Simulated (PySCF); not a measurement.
A structure optimised at PBE-D3(BJ)/def2-TZVP, used in a PySCF frequency run:

```
Be
S 1 1.9070
H 2 1.3579 1 90.14
Ge 1 2.1939 3 145.28 2 -179.51
H 4 1.5519 1 113.35 3 -78.91
H 4 1.5525 5 105.90 1 -124.17
H 4 1.5526 5 105.89 6 -111.99
```

Question: Write its SMILES and formula.

Answer: [SH][Be][GeH3], BeGeH4S

Question: What are its rotational constants (standard atomic weights)?

Answer: 63.276, 1.2525, 1.2469 GHz
